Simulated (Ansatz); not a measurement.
C2H8AlClSi at its PBE0-D4/def2-TZVP geometry, where that method's forces vanish. Total charge 0; spin multiplicity 1. The bonds changed during the relaxation, so this is another structure than the one it started from.

```xyz
13

Al   -1.8677    0.8057    0.9157
C    -0.1274    0.9267   -0.0005
Cl   -1.2415    2.1864   -0.9432
C     0.4225   -0.0984   -0.9315
Si    1.4126   -1.3570    0.0717
H    -2.1276    1.7053    2.1902
H    -2.8365   -0.3375    0.4028
H     0.6360    1.5826    0.4158
H     1.0778    0.3200   -1.7040
H    -0.3756   -0.6546   -1.4335
H     1.9956   -2.3683   -0.8470
H     0.5223   -2.0326    1.0521
H     2.5094   -0.6783    0.8114
```

Q: What forces (eV/Å) does B3LYP-D4/def2-TZVPP give on these atoms in Ansatz? (An estimate is asked.)

A: Ansatz gave: 
```
Al1 -0.119 -0.076  0.137
C2   0.194 -0.052  0.274
Cl3 -0.207  0.348 -0.288
C4   0.036 -0.090 -0.128
Si5  0.114 -0.148  0.080
H6   0.014 -0.071 -0.081
H7   0.065  0.078  0.049
H8  -0.056 -0.075 -0.035
H9  -0.049 -0.021  0.029
H10  0.052  0.048  0.009
H11 -0.034  0.059  0.061
H12  0.061  0.044 -0.063
H13 -0.070 -0.044 -0.045
```

B3LYP here is the variant with VWN-RPA as its local correlation; programs differ in this.
